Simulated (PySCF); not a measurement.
NMR problem set

[PySCF: NMR shieldings at PBE0/pcSseg-1/GIAO; geometry from GFN2-xTB; no solvent model; non-relativistic; one conformer; equivalent nuclei averaged]

δ = σ(ref) − σ, references computed at the same level: 1H and 13C vs TMS. Splittings of carbon signals by F and P are missing where no couplings were computed. Where no couplings were computed, multiplicities follow the n + 1 count of equivalent neighbours, and m marks all less simple cases (inequivalent or close neighbours, rings, F or P nearby). Shifts are as computed. Against solution values, carbons near 30 ppm lie about +3 ppm off and those near 130 ppm about +5 ppm; carbons on Cl a further +6 ppm. Of 1309 compounds with measured shifts, 239 miss one by over three times the rms of a fit or turn the order of signals round; such compounds aren't used in these exercises. Carbons bonded to Cl come out too deshielded.

(1) C5H9ClO2Si. 1H NMR (600 MHz, computed): δ 9.01 (s, 1H), 7.66 (s, 1H), 5.43 (s, 3H), 4.51 (q, 1H), 1.60 (d, 3H). 13C{1H} NMR (computed): δ 194.6, 177.4, 126.2, 59.8, 33.4. What is it?

(2) C6H5FO2. 1H NMR (400 MHz, computed): δ 8.13 (m, 1H), 7.70 (s, 1H), 2.07 (s, 3H). 13C{1H} NMR (computed): δ 172.8, 164.3, 155.0, 149.0, 138.3, 14.8. Identify the compound.

## Answers

(1) SMILES C[C@@H](Cl)/C(C=O)=C/O[SiH3]. The formula gives 2 degrees of unsaturation (no ring in the answer). 5 carbon signals for 5 carbons: no two carbons are equivalent. Carbon types of the structure: 1 × C, 3 × CH, 1 × CH3, leaving 3 H on heteroatoms. δC 194.6: aldehyde carbonyl carbon; the double bond to the heteroatom, with no lone-pair donor beside it, deshields it most. δC 177.4: alkene carbon bearing oxygen; an sp2 carbon further deshielded by the attached heteroatom. δC 126.2: β carbon of an enol-ether or enamine type C=C. δH 9.01: hydrogen on an aldehyde carbonyl carbon; the C=O anisotropy and electron withdrawal place aldehyde protons far downfield.

The shifts were computed for this structure.

(2) `Cc1cocc(F)c1=O`. Rings plus π bonds: 4 (1 ring in the answer). 6 carbon signals for 6 carbons: no two carbons are equivalent. Carbon types of the structure: 3 × C, 2 × CH, 1 × CH3, which accounts for all hydrogens. δC 172.8: ring carbonyl carbon. δC 164.3, 138.3: unsaturated ring carbon. δC 155.0, 149.0: unsaturated ring CH. δC 14.8: methyl carbon on an unsaturated ring; saturated and bonded to C and H only.

The data come from this structure; uniqueness wasn't tested.
